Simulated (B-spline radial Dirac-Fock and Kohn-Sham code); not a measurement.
## Anomalous scattering factors of Nd, 577.7 eV to 4 keV

Model: the dispersion relation over Dirac-Hartree-Slater subshell photoionisation cross sections, with the Kissel-Pratt high-energy constant (isolated atom, no bound-bound lines or fine structure). Program: a radial finite-basis atomic code. The forward scattering factor is f₀ + f′ + i f″.

Edges near this range: M1 1575.0 eV, M2 1403.0 eV, M3 1297.0 eV, M4 1003.3 eV, M5 980.4 eV.

```tsv
hν (eV)	λ (Å)	f′ (e)	f″ (e)	tabulated f′	tabulated f″
577.7	21.46	-31.208	9.176	–	8.73
740.3	16.75	-32.051	8.143	–	7.81
979.2	12.66	-54.648	6.695	–	23.14
991.8	12.50	-59.306	19.595	–	25.58
1000	12.40	-56.676	23.334	-53.34	32.79
1048	11.83	-39.111	35.289	-39.53	35.45
1253.6	9.890	-23.329	27.540	-24.37	27.30
1486.9	8.338	-15.497	27.382	-15.72	26.38
1871	6.627	-8.370	21.532	-8.42	20.79
1947	6.368	-7.640	20.442	-7.66	19.72
2000	6.199	-7.209	19.731	-7.21	19.03
2179	5.690	-6.107	17.589	-6.09	16.95
2984.4	4.154	-4.410	11.282	-4.44	11.01
3207	3.866	-4.365	10.152	-4.42	9.83
3220	3.850	-4.366	10.091	-4.43	9.77
3899	3.180	-4.679	7.580	-4.73	7.24
4000	3.100	?	?	?	?
```

**Question.** What are f′ and f″ at 4000 eV?

**Answer.** f′ = -4.765 and f″ = 7.291 electrons (tables: -4.80 and 6.95). By the optical theorem f″ corresponds to a photoabsorption cross section 2 rₑ λ f″ = 127000 b.

Tabulated f′: xraylib 4.2 anomalous scattering factors (Cullen et al., EPDL97); f″: Chantler's tables (J. Phys. Chem. Ref. Data 1995 and 2000). Both are theoretical tables.

Values without a named source are computed, but for edge energies of neutral atoms, which are taken from tables.
